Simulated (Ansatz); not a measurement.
SiNH4Cl3, closed shell: at a first-order saddle point.

The input file, in.yaml:

```yaml
crystal:
  periodic: [false, false, false]
  atoms:
    - {symbol: Si, position_ang: [-0.822685, -0.336874, 0.017017]}
    - {symbol: N, position_ang: [0.939691, 0.037586, 0.317141]}
    - {symbol: Cl, position_ang: [-1.001946, -1.140303, -1.822615]}
    - {symbol: Cl, position_ang: [-1.103451, -1.891044, 1.350262]}
    - {symbol: H, position_ang: [-1.742361, 0.710172, 0.444477]}
    - {symbol: H, position_ang: [0.958728, 0.996088, -0.286615]}
    - {symbol: Cl, position_ang: [0.048753, 2.111203, -1.256969]}
    - {symbol: H, position_ang: [1.562264, -0.671941, -0.060786]}
    - {symbol: H, position_ang: [1.161007, 0.185013, 1.298188]}
basis:
  gaussian: {orbitals: def2-TZVPP}
hamiltonian: {xc: r2scan, dispersion: d4}
```

Command:

```bash
ansatz run in.yaml --threads 8 --pin off --events-out ev --progress --plain --max-ram 19148MiB
```

Output of Ansatz 0.2.0:

```
Functional definition: r2SCAN
  name "r2SCAN"
  cite "Furness, Kaplan, Ning, Perdew & Sun, J. Phys. Chem. Lett. 11, 8208 (2020) doi:10.1021/acs.jpclett.0c02405"
  cite "Furness, Kaplan, Ning, Perdew & Sun, J. Phys. Chem. Lett. 11, 9248 (2020) doi:10.1021/acs.jpclett.0c03077"
  parent r2scan
  parameter k0 = 0.174
  parameter k1 = 0.065
  parameter a1 = 4.9479
  exchange = r2scan_x(k0 = k0, k1 = k1, a1 = a1)
  correlation = r2scan_c
1561 factors; their error is unknown
mean field evaluation 1: about -46996.8955 eV, gradient 5.7e1 eV
mean field evaluation 2: about -46990.0830 eV, gradient 7.7e1 eV
mean field evaluation 4: about -47002.7469 eV, gradient 4.5e0 eV
mean field evaluation 8: about -47002.7915 eV, gradient 2.0e-1 eV
mean field evaluation 16: about -47002.7465 eV, gradient 2.1e-4 eV
mean field -47002.74647001 eV, -1727.3190731671 hartree, gradient 2.4e-5 eV, S^2 0.000000; 0 other end points of the search recorded, 0 dependent functions left out
reference -47002.74648059 eV, -1727.3190735557 hartree; 38, 38 occupied and 217, 217 virtual orbitals, 1561 factors
Total energy: -47002.81674450 eV, -1727.3216557070 hartree
```

The lines “mean field evaluation” count trial sets of orbitals through the whole run, from several starts and some on an approximate energy, so they need not fall steadily or lie above the final value.

The run took about 3.5 s on 8 CPU threads of an Arm Neoverse V1 (shared host).
